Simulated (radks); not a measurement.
Nd10+, configuration [Kr] 4d10 4f2 5s2.

Method: non-relativistic Kohn-Sham, PBE, spin-polarised, spherical densities, point nucleus; open shells are filled with parallel spins first (spin-orbit coupling, left out, can overturn this in heavy ions); relativity is left out, which matters for an element this heavy; computed with a radial shooting solver on a logarithmic mesh with Libxc functionals.

Energy parts (hartree):
| part | energy |
|---|---|
| total | -9260.2947 |
| kinetic | 9257.6633 |
| electron-nucleus | -21648.4830 |
| Hartree | 3339.4504 |
| exchange-correlation | -208.9254 |

Orbitals (lengths in bohr, moments of r in powers of bohr; r(max) is where P^2 peaks):
1s up: occ. 1; eigenvalue (hartree) -1517.148; <r^2> 0.0008558; r(max) 0.01677; <1/r> 59.46
1s down: occ. 1; eigenvalue (hartree) -1517.148; <r^2> 0.0008558; r(max) 0.01677; <1/r> 59.46
2s up: occ. 1; eigenvalue (hartree) -242.7975; <r^2> 0.01371; r(max) 0.09211; <1/r> 13.76
2s down: occ. 1; eigenvalue (hartree) -242.7969; <r^2> 0.01371; r(max) 0.09211; <1/r> 13.76
2p up: occ. 3; eigenvalue (hartree) -230.4327; <r^2> 0.01023; r(max) 0.07181; <1/r> 13.78
2p down: occ. 3; eigenvalue (hartree) -230.4326; <r^2> 0.01023; r(max) 0.07181; <1/r> 13.78
3s up: occ. 1; eigenvalue (hartree) -57.23313; <r^2> 0.09032; r(max) 0.2584; <1/r> 5.137
3s down: occ. 1; eigenvalue (hartree) -57.19726; <r^2> 0.09024; r(max) 0.2583; <1/r> 5.140
3p up: occ. 3; eigenvalue (hartree) -51.83308; <r^2> 0.08511; r(max) 0.2454; <1/r> 5.072
3p down: occ. 3; eigenvalue (hartree) -51.80025; <r^2> 0.08503; r(max) 0.2453; <1/r> 5.075
3d up: occ. 5; eigenvalue (hartree) -41.77350; <r^2> 0.06906; r(max) 0.1972; <1/r> 4.960
3d down: occ. 5; eigenvalue (hartree) -41.74959; <r^2> 0.06897; r(max) 0.1971; <1/r> 4.963
4s up: occ. 1; eigenvalue (hartree) -15.88185; <r^2> 0.4517; r(max) 0.5925; <1/r> 2.197
4s down: occ. 1; eigenvalue (hartree) -15.80688; <r^2> 0.4518; r(max) 0.5924; <1/r> 2.196
4p up: occ. 3; eigenvalue (hartree) -13.81962; <r^2> 0.4777; r(max) 0.6002; <1/r> 2.108
4p down: occ. 3; eigenvalue (hartree) -13.74488; <r^2> 0.4779; r(max) 0.6001; <1/r> 2.107
4d up: occ. 5; eigenvalue (hartree) -10.17039; <r^2> 0.5424; r(max) 0.6122; <1/r> 1.919
4d down: occ. 5; eigenvalue (hartree) -10.09611; <r^2> 0.5431; r(max) 0.6122; <1/r> 1.917
4f up: occ. 2; eigenvalue (hartree) -5.77214; <r^2> 0.7380; r(max) 0.6072; <1/r> 1.551
4f down: occ. 0; eigenvalue (hartree) -5.69938; <r^2> 0.7447; r(max) 0.6078; <1/r> 1.548
5s up: occ. 1; eigenvalue (hartree) -6.19784; <r^2> 1.974; r(max) 1.274; <1/r> 1.003
5s down: occ. 1; eigenvalue (hartree) -6.15461; <r^2> 1.989; r(max) 1.278; <1/r> 0.9982

The highest occupied level is 4f up at -157.07 eV. Summed over all electrons, <r^2> = 16.11 bohr^2, which gives a Langevin (diamagnetic) susceptibility term of -12.8 x 10^-6 cm^3/mol. For comparison, the ionisation energy in NIST's Atomic Spectra Database is 168 eV (theoretical). In exact Kohn-Sham theory the highest level is minus the ionisation energy, but local and semilocal functionals leave it too shallow, through self-interaction and a potential that decays too fast; potentials with the right tail come closer. The density falls to 0.001 e/bohr^3 at r = 2.48 bohr. The spin density at the nucleus is -0.169 e/bohr^3 (1s 0.011, 2s -0.097, 3s -1.522, 4s 0.328, 5s 1.111). Virial ratio -V/T = 2.00028. Spin moment in Bohr magnetons: 2. The electron density at the nucleus is 1.534e+05 e/bohr^3.
